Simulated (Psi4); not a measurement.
C4H9LiO (SMILES [Li][O]C(C)(C)C), singlet, at a GFN2-xTB geometry (such geometries of metal compounds can be far from the true shape); B3LYP5/cc-pVDZ (Psi4).

The Psi4 input:
```
memory 2 GB

molecule {
0 1
  Li    0.95282533    1.83910014    1.90101642
  O     0.43255239    0.83489297    0.86300098
  C    -0.03502592   -0.06760544   -0.06988148
  C     1.00996337   -1.17350099   -0.30087268
  C    -1.34138713   -0.70998579    0.42925014
  C    -0.30790875    0.64947623   -1.40393297
  H     0.65889409   -1.89504914   -1.03388174
  H     1.20824296   -1.68396616    0.63909625
  H     1.93671757   -0.72571334   -0.65307142
  H    -1.15549998   -1.21800808    1.37306708
  H    -1.72553327   -1.42501360   -0.29348815
  H    -2.08443706    0.06696570    0.59554582
  H     0.61189980    1.10687161   -1.76194522
  H    -1.04551189    1.43359257   -1.24729881
  H    -0.67751677   -0.04642778   -2.15245897
}

set basis cc-pvdz

energy('b3lyp5')
print_variables()
```

Q: Write the output that Psi4 gives for this input, abridged.

A: 
```
   => Loading Basis Set <=

    Name: CC-PVDZ
    Role: ORBITAL
    Keyword: BASIS

         ---------------------------------------------------------
                                   SCF
               by Justin Turney, Rob Parrish, Andy Simmonett
                          and Daniel G. A. Smith
                              RKS Reference
         ---------------------------------------------------------

  ==> Geometry <==

    Molecular point group: c1
    Full point group: C1

    Geometry (in Angstrom), charge = 0, multiplicity = 1:

       Center              X                  Y                   Z               Mass
    ------------   -----------------  -----------------  -----------------  -----------------
         LI           0.912605795807     1.761470221867     1.820772966061     7.016003436600
         O            0.392332855807     0.757263051867     0.782757526061    15.994914619570
         C           -0.075245454193    -0.145235358133    -0.150124933939    12.000000000000
         C            0.969743835807    -1.251130908133    -0.381116133939    12.000000000000
         C           -1.381606664193    -0.787615708133     0.349006686061    12.000000000000
         C           -0.348128284193     0.571846311867    -1.484176423939    12.000000000000
         H            0.618674555807    -1.972679058133    -1.114125193939     1.007825032230
         H            1.168023425807    -1.761596078133     0.558852796061     1.007825032230
         H            1.896498035807    -0.803343258133    -0.733314873939     1.007825032230
         H           -1.195719514193    -1.295637998133     1.292823626061     1.007825032230
         H           -1.765752804193    -1.502643518133    -0.373731603939     1.007825032230
         H           -2.124656594193    -0.010664218133     0.515302366061     1.007825032230
         H            0.571680265807     1.029241691867    -1.842188673939     1.007825032230
         H           -1.085731424193     1.355962651867    -1.327542263939     1.007825032230
         H           -0.717736304193    -0.124057698133    -2.232702423939     1.007825032230

  Running in c1 symmetry.

  Rotational constants: A =      0.15344  B =      0.10604  C =      0.10604 [cm^-1]
  Rotational constants: A =   4600.08800  B =   3178.86271  C =   3178.86271 [MHz]
  Nuclear repulsion =  212.293498060730741

  Charge       = 0
  Multiplicity = 1
  Electrons    = 44
  Nalpha       = 22
  Nbeta        = 22

  ==> Algorithm <==

  SCF Algorithm Type is DF.
  DIIS enabled.
  MOM disabled.
  Fractional occupation disabled.
  Guess Type is SAD.
  Energy threshold   = 1.00e-06
  Density threshold  = 1.00e-06
  Integral threshold = 1.00e-12

  ==> Primary Basis <==

  Basis Set: CC-PVDZ
    Blend: CC-PVDZ
    Number of shells: 63
    Number of basis functions: 129
    Number of Cartesian functions: 135
    Spherical Harmonics?: true
    Max angular momentum: 2

  ==> DFT Potential <==

   => LibXC <=

    Version 7.1.2
    S. Lehtola, C. Steigemann, M. J. T. Oliveira, and M. A. L. Marques,  SoftwareX 7, 1–5 (2018) (10.1016/j.softx.2017.11.002)

   => Composite Functional: B3LYP5 <=

    B3LYP5 Hyb-GGA Exchange-Correlation Functional

    P. J. Stephens, F. J. Devlin, C. F. Chabalowski, and M. J. Frisch,  J. Phys. Chem. 98, 11623 (1994) (10.1021/j100096a001)

    Deriv               =              1
    GGA                 =           TRUE
    Meta                =          FALSE

    Exchange Hybrid     =           TRUE
    MP2 Hybrid          =          FALSE

   => Exchange Functionals <=

    0.0800   Slater exchange
    0.7200         Becke 88

   => Exact (HF) Exchange <=

    0.2000               HF

   => Correlation Functionals <=

    0.1900   Vosko, Wilk & Nusair (VWN5)
    0.8100   Lee, Yang & Parr

   => LibXC Density Thresholds  <==

    XC_HYB_GGA_XC_B3LYP5:  1.00E-15

   => Molecular Quadrature <=

    Radial Scheme          =       TREUTLER
    Pruning Scheme         =           NONE
[...]
    K tasked:                   Yes
    wK tasked:                   No
    Algorithm:                 Core
    Schwarz Cutoff:           1E-12
    Mask sparsity (%):       0.0000
    Fitting Condition:        1E-10

   => Auxiliary Basis Set <=

  Basis Set: (CC-PVDZ AUX)
    Blend: CC-PVDZ-JKFIT + DEF2-UNIVERSAL-JKFIT
    Number of shells: 218
    Number of basis functions: 608
    Number of Cartesian functions: 690
    Spherical Harmonics?: true
    Max angular momentum: 3

  Minimum eigenvalue in the overlap matrix is 3.8388111766E-03.
  Reciprocal condition number of the overlap matrix is 5.4986118932E-04.
    Using symmetric orthogonalization.

  ==> Pre-Iterations <==

  SCF Guess: Superposition of Atomic Densities via on-the-fly atomic UHF (no occupation information).

   -------------------------
    Irrep   Nso     Nmo
   -------------------------
     A        129     129
   -------------------------
    Total     129     129
   -------------------------

  ==> Iterations <==

                           Total Energy        Delta E     RMS |[F,P]|

   @DF-RKS iter SAD:  -239.68979304281012   -2.39690e+02   0.00000e+00
   @DF-RKS iter   1:  -239.78628788894471   -9.64948e-02   9.01140e-03 ADIIS/DIIS
   @DF-RKS iter   2:  -235.07804401027332    4.70824e+00   1.93763e-02 ADIIS/DIIS
   @DF-RKS iter   3:  -240.27527685580611   -5.19723e+00   5.19544e-03 ADIIS/DIIS
   @DF-RKS iter   4:  -240.46750282915403   -1.92226e-01   1.10570e-03 ADIIS/DIIS
   @DF-RKS iter   5:  -240.48062955311727   -1.31267e-02   4.21109e-04 ADIIS/DIIS
   @DF-RKS iter   6:  -240.48171920127874   -1.08965e-03   2.09423e-04 ADIIS/DIIS
   @DF-RKS iter   7:  -240.48200031180832   -2.81111e-04   3.25259e-05 DIIS
   @DF-RKS iter   8:  -240.48200777468045   -7.46287e-06   1.03465e-05 DIIS
   @DF-RKS iter   9:  -240.48200845650962   -6.81829e-07   2.29951e-06 DIIS
   @DF-RKS iter  10:  -240.48200849680882   -4.02992e-08   1.22915e-07 DIIS
  Energy and wave function converged.

  ==> Post-Iterations <==

   Electrons on quadrature grid:
      Ntotal   =   44.0000291684 ; deviation = 2.917e-05

    Orbital Energies [Eh]
    ---------------------

    Doubly Occupied:

[...]
      22A     -0.204737

    Virtual:

[...]
    Final Occupation by Irrep:
              A
    DOCC [    22 ]
    NA   [    22 ]
    NB   [    22 ]

  @DF-RKS Final Energy:  -240.48200849680882

   => Energetics <=

    Nuclear Repulsion Energy =            212.2934980607307409
    One-Electron Energy =                -747.5556644199494940
    Two-Electron Energy =                 323.4964870012140068
    DFT Exchange-Correlation Energy =     -28.7163291388040740
    Empirical Dispersion Energy =           0.0000000000000000
    VV10 Nonlocal Energy =                  0.0000000000000000
    Total Energy =                       -240.4820084968088452

Computation Completed

Properties will be evaluated at   0.000000,   0.000000,   0.000000 [a0]

Properties computed using the SCF density matrix

 Multipole Moments:

 ------------------------------------------------------------------------------------
     Multipole            Electronic (a.u.)      Nuclear  (a.u.)        Total (a.u.)
 ------------------------------------------------------------------------------------

 L = 1.  Multiply by 2.5417464519 to convert [e a0] to [Debye]
 Dipole X            :          4.0139291           -3.3441718            0.6697573
 Dipole Y            :          7.7474749           -6.4547685            1.2927064
 Dipole Z            :          8.0083216           -6.6720787            1.3362429
 Magnitude           :                                                    1.9761604

 ------------------------------------------------------------------------------------

  Variable Map:
  ----------------------------------------------------------------------------
[...]
  Array Variable Map:
  ----------------------------------------------------------------------------
[...]
[...]
```
